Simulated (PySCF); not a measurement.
H3N, SMILES [NH3+], charge +1, multiplicity 2.

Coordinates come from a PBE0-D3(BJ)/def2-TZVPD optimisation.

Two levels are set side by side: PBE/def2-TZVPD (PySCF) and ωB97X/def2-TZVPD (PySCF). Same geometry, gas phase. Differences are taken from unrounded values.

```json
[
 {"quantity": "α-spin orbital gap (eV)", "PBE": "10.71"},
 {"quantity": "β-spin orbital gap (eV)", "PBE": "7.37"},
 {"quantity": "mean polarisability (bohr³)", "PBE": "7.6"}
]
```

Question: These are the PBE values. What does ωB97X give? (The exact figures need the calculation; the answer reports its results.)

Answer: 
| quantity | ωB97X | PBE minus ωB97X |
|---|---|---|
| α-spin orbital gap (eV) | 18.16 | -7.45 |
| β-spin orbital gap (eV) | 15.93 | -8.56 |
| mean polarisability (bohr³) | 7.5 | 0.2 |

Rough cost on one machine, each run with all the roots and properties that it gave: ωB97X against PBE within a factor of 2.
